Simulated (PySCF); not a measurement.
# Computed records: AlBH$_{4}$O, AlBClH$_{3}$O

Calculation on a computer-drawn molecule: the log of a Hartree-Fock and frozen-core CCSD(T) single point meant for a local Hartree-Fock minimum, with one planted fault or none, to be diagnosed. Offsets are logged minus clean, where the clean run is the same molecule without the fault. The reference is restricted for singlets and unrestricted otherwise, and also for a bond in bohr or an excited solution. Adding or removing an electron swaps singlet and doublet. The excited solution moves the top pair (singlet) or top alpha electron (doublet) to the lowest empty orbital. Highest occupied and lowest empty are orbital energies over both spins, largest force is the largest gradient component, triples share is (T) over the correlation energy, the T1 limit is 0.02 restricted and 0.045 unrestricted, electrons count all cores, a negative frequency is imaginary (commonest isotopes), and the dipole is about the centre of nuclear charge. Program: PySCF 2.14.0.

Common to all runs: meant charge 0; meant multiplicity 1; meant basis cc-pV(D+d)Z; logged SCF converged yes; logged spin squared 0; logged CC converged yes; logged SCF stable within its kind yes; possible faults no fault, one electron removed, one electron added, multiplicity raised by two, geometry at a saddle point, SCF held on an excited solution, minimal basis STO-3G, one bond length entered in bohr, all coordinates scaled.

(1) 
```xyz
7
formula=AlBH4O logged_electrons=30 logged_basis_functions=71 logged_highest_occupied=-9.7478 logged_lowest_empty=0.99529 logged_largest_force=0.068369 logged_T1_diagnostic=0.018416 logged_D1_diagnostic=0.063304 logged_triples_share=0.025319 logged_dipole_magnitude=1.9185 logged_energy_HF=-343.77873 logged_energy_CCSD(T)=-344.16894 planted_fault=all_coordinates_scaled,by_+7.8_% HF_energy_offset_from_clean_run=18.19 CCSD(T)_energy_offset_from_clean_run=13.32
O     -2.0077    -2.1541     3.3307
B     -1.2023    -1.3559     2.4055
Al    -2.2937     0.2139     1.0629
H     -1.4669    -2.8185     3.8849
H      0.0886    -1.5709     2.3860
H     -2.5193     1.8334     1.5762
H     -2.8881    -0.1925    -0.4922
```

Units: logged_highest_occupied, logged_lowest_empty in eV; logged_largest_force in hartree/bohr; logged_dipole_magnitude in debye; logged_energy_HF, logged_energy_CCSD(T) in hartree; HF_energy_offset_from_clean_run, CCSD(T)_energy_offset_from_clean_run in kcal/mol.

Drawn bonds:
```
atom  other atom  order
   1           2      1
   2           3      1
   1           4      1
   2           5      1
   3           6      1
   3           7      1
```

(2) 
```xyz
7
formula=AlBClH3O logged_electrons=46 logged_basis_functions=89 logged_highest_occupied=-10.106 logged_lowest_empty=1.3114 logged_largest_force=1.892e-05 logged_lowest_frequency=32.02 logged_T1_diagnostic=0.014506 logged_D1_diagnostic=0.052863 logged_triples_share=0.023597 logged_dipole_magnitude=3.4046 logged_energy_HF=-802.82275 logged_energy_CCSD(T)=-803.34114
O     -2.3059    -2.4196    -2.8647
B     -1.8971    -2.2168    -1.5904
Al    -0.1681    -0.9638    -1.2829
Cl     1.6693    -1.9086    -0.7467
H     -3.0592    -2.9877    -2.9447
H     -2.5130    -2.7504    -0.6952
H     -0.0856     0.6068    -1.3930
```

Units: logged_highest_occupied, logged_lowest_empty in eV; logged_largest_force in hartree/bohr; logged_lowest_frequency in cm⁻¹; logged_dipole_magnitude in debye; logged_energy_HF, logged_energy_CCSD(T) in hartree.

Drawn bonds:
```
atom  other atom  order
   1           2      1
   2           3      1
   3           4      1
   1           5      1
   2           6      1
   3           7      1
```

Q: AlBClH$_{3}$O (entry 2): planted fault?
A: no fault

Further results for AlBClH$_{3}$O (entry 2):

- HF energy offset from clean run: 0 kcal/mol
- CCSD(T) energy offset from clean run: 0 kcal/mol
